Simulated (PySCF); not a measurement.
TeCl2, SMILES Cl[Te]Cl.

Geometry: PBE-D3(BJ)/def2-TZVP. The isomer is the one that the SMILES or the coordinates give; other isomers of the formula were not compared. The def2 effective core potentials stand for the cores of Te; spin–orbit coupling is left out.

Computed with PySCF with PBE/def2-TZVPD.

The molecule is in vacuum.

```
Quantity                                                                                                       Result
---------------------------------------------------------------------------------------------  ----------------------
total energy                                                                                      -1188.11461 hartree
point group                                                                                                       C2v
highest occupied level                                                                                       -5.60 eV
lowest empty level                                                                                           -3.71 eV
orbital gap                                                                                                   1.89 eV
dipole moment                                                                                                  1.82 D
quadrupole, principal values (traceless, Buckingham form, about the centre of nuclear charge)  -3.06, -0.95, 4.01 D·Å
mean static polarisability                                                                      72.4 bohr³ (10.72 Å³)
polarisability, principal values                                                               56.6, 69.7, 90.7 bohr³
```
